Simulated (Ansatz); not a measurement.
A CCSD(T) single point on `C[CH2][Al]([SiH3])[Cl]`.

```yaml
crystal:
  periodic: [false, false, false]
  atoms:
    - {symbol: C, position_ang: [-0.972508, 1.143160, 1.164822]}
    - {symbol: C, position_ang: [0.159967, 1.529837, 0.214711]}
    - {symbol: Al, position_ang: [0.909729, 0.064446, -0.834049]}
    - {symbol: Si, position_ang: [0.244676, -2.292727, -0.717194]}
    - {symbol: Cl, position_ang: [2.422645, 0.537189, -2.229417]}
    - {symbol: H, position_ang: [-1.347991, 2.004246, 1.724957]}
    - {symbol: H, position_ang: [-0.651907, 0.397065, 1.896965]}
    - {symbol: H, position_ang: [-1.823314, 0.712902, 0.629092]}
    - {symbol: H, position_ang: [0.987396, 1.994360, 0.766556]}
    - {symbol: H, position_ang: [-0.170259, 2.303038, -0.490576]}
    - {symbol: H, position_ang: [-0.743570, -2.597121, -1.792564]}
    - {symbol: H, position_ang: [-0.402146, -2.627381, 0.583605]}
    - {symbol: H, position_ang: [1.407682, -3.203913, -0.902307]}
basis:
  gaussian: {orbitals: def2-TZVPP}
correlation: {method: ccsd_t}
```

```sh
$ ansatz run in.yaml --threads 4 --pin off --events-out ev --progress --plain --max-ram 10444MiB
```

Output of Ansatz, abridged:

```
Functional definition: HF
1723 factors; integrals over basis functions are off by at most 7.9e-4 eV
mean field evaluation 1: about -29136.2976 eV, gradient 3.4e1 eV
mean field evaluation 2: about -29136.4863 eV, gradient 3.4e1 eV
mean field evaluation 4: about -29140.0183 eV, gradient 3.6e0 eV
mean field evaluation 8: about -29140.0860 eV, gradient 2.4e-1 eV
mean field evaluation 16: about -29140.0863 eV, gradient 2.2e-6 eV
mean field -29140.08626226 eV, -1070.8784182783 hartree, gradient 2.2e-6 eV, S^2 0.000000; 0 other end points of the search recorded, 0 dependent functions left out
17 core orbitals not correlated: weight in the atoms' cores, before any rotation towards them, 1.000 or more for the frozen orbitals, at most 0.000 for the correlated occupied ones
reference -29140.08626226 eV, -1070.8784182783 hartree; 15, 15 occupied and 268, 268 virtual orbitals, 1723 factors
second order -20.24317966 eV of doubles, -0.00000000 eV of singles
cycle   1  -21.56902014 eV  change    -1.3e0 eV  update   9.5e-2
cycle   2  -22.14344666 eV  change   -5.7e-1 eV  update   2.9e-2
cycle   3  -22.20955860 eV  change   -6.6e-2 eV  update   1.1e-2
cycle   4  -22.20239863 eV  change    7.2e-3 eV  update   3.4e-3
cycle   5  -22.20129199 eV  change    1.1e-3 eV  update   1.3e-3
cycle   6  -22.20109815 eV  change    1.9e-4 eV  update   3.8e-4
cycle   7  -22.20101367 eV  change    8.4e-5 eV  update   1.2e-4
cycle   8  -22.20103576 eV  change   -2.2e-5 eV  update   4.2e-5
cycle   9  -22.20103988 eV  change   -4.1e-6 eV  update   1.4e-5
perturbative correction -0.86169738 eV, -0.0316667946 hartree
Total energy: -29163.14899953 eV, -1071.7259582402 hartree
```

It took 3.4 min on 4 threads of an Arm Neoverse V2 on a shared host, with 9.1 GiB of host memory at the peak.

Correlation energy per correlated electron: -0.769 eV. T1 diagnostic: 0.0106.
